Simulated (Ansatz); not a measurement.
One geometry of Sn3⁻, several levels of theory.

```yaml
crystal:
  periodic: [false, false, false]
  atoms:
    - {symbol: Sn, position_ang: [-0.767641, 0.643678, 1.352627]}
    - {symbol: Sn, position_ang: [-0.762950, -0.904905, -1.196808]}
    - {symbol: Sn, position_ang: [1.530591, 0.261237, -0.155819]}
basis:
  gaussian: {orbitals: def2-TZVPD, initial_orbitals: start.molden}
total_charge: -1
magnetization: {spin_polarized: true, initial_magnetization: 1}
hamiltonian: {xc: hse06, dispersion: d4}
scf: {omitted_lower_state_checks: [starts]}
output: {orbitals: {seedname: orbitals}}
```

The file start.molden holds the orbitals of an earlier run on this structure, at another level or in another basis.

```sh
$ ansatz run in.yaml --threads 4 --pin off --events-out ev --progress --plain --max-ram 3916MiB
```

Shortened log:

```
Functional definition: HSE06
1464 factors; their error is unknown
72 factors; integrals over basis functions are off by at most 3.3e-5 eV
mean field evaluation 1: about -17497.8626 eV, gradient 2.7e-1 eV
mean field evaluation 2: about -17497.8633 eV, gradient 1.2e-3 eV
mean field evaluation 4: about -17498.0935 eV, gradient 1.4e-4 eV
mean field evaluation 8: about -17498.0935 eV, gradient 2.5e-5 eV
mean field -17498.09345505 eV, -643.0430738395 hartree, gradient 8.6e-6 eV, S^2 0.764156; 0 other end points of the search recorded, 0 dependent functions left out
reference -17498.09348663 eV, -643.0430750000 hartree; 34, 33 occupied and 134, 135 virtual orbitals, 1464 factors
Total energy: -17498.24606629 eV, -643.0486821990 hartree
Checks for a lower state left out: starts
```

Hardware: 4 threads of AMD EPYC 9R45 on a shared host. Wall time 2.1 s, peak host memory 0.66 GiB.

The first input with `gaussian: {orbitals: def2-SVPD, initial_orbitals: start.molden}`, `hamiltonian: {xc: pbe0, dispersion: d4}` (abridged; 0.9 s):

```
Functional definition: PBE0
mean field -17497.72326444 eV, -643.0294695853 hartree, gradient 9.6e-6 eV, S^2 0.764334
Total energy: -17497.87660868 eV, -643.0351048823 hartree
Checks for a lower state left out: starts
```

The first input with `hamiltonian: {xc: {text: "exchange = 0.90*pbe_x + 0.10*exact_x\ncorrelation = pbe_c"}}` (abridged; 1.6 s):

```
Functional definition: unnamed
mean field -17497.91021419 eV, -643.0363398618 hartree, gradient 1.2e-5 eV, S^2 0.759039
Total energy: -17497.91024263 eV, -643.0363409070 hartree
Checks for a lower state left out: starts
```

First input, but with `hamiltonian: {xc: pbe, dispersion: d4}` (abridged; 1.2 s):

```
Functional definition: PBE
mean field -17497.77020281 eV, -643.0311945385 hartree, gradient 3.7e-6 eV, S^2 0.756111
Total energy: -17497.95014033 eV, -643.0378071204 hartree
Checks for a lower state left out: starts
```

Geometry: r2SCAN-D4/def2-SVPD.

In the def2 sets Sn takes a core potential; there is no spin–orbit coupling. HSE06 is defined as in plane-wave codes, on full-range PBE exchange. At PBE-D4/def2-TZVPD the highest occupied level of the charge -1 doublet lies above zero (up to 0.05 eV). By energy differences its removal costs 2.09 eV (vertical, to the charge 0 triplet, at PBE-D4/def2-TZVPD); a positive level beside a positive removal energy at the same level points to self-interaction error. The structure comes from a short search, and lower isomers may exist.
